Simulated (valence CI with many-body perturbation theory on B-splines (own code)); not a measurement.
# Which ion has this spectrum?

A relativistic CI+MBPT calculation for an atom or ion with 16 electrons gives these levels (cm⁻¹):

| J | Parity | E | g |
| --- | --- | --- | --- |
| 2 | even | 0 | 1.37 |
| 0 | even | 82010 |  |
| 1 | even | 308844 | 1.50 |
| 2 | even | 356934 | 1.12 |
| 0 | even | 701983 |  |
| 2 | odd | 991383 | 1.46 |
| 1 | odd | 1025052 | 1.25 |
| 2 | odd | 1044310 | 1.05 |
| 0 | odd | 1060227 |  |
| 3 | odd | 1060232 | 1.23 |
| 4 | odd | 1121854 | 1.32 |
| 1 | odd | 1155670 | 1.38 |
| 2 | odd | 1180456 | 1.33 |
| 3 | odd | 1225004 | 1.09 |

The energies are calculated, and their last digits are not significant.

Q: Which is it?
A. In33+
B. Sn34+
C. Ru28+
D. Ag31+

A: D. Ag31+, ground level (3s^2 3p1/2^2 3p3/2^2) J=2.
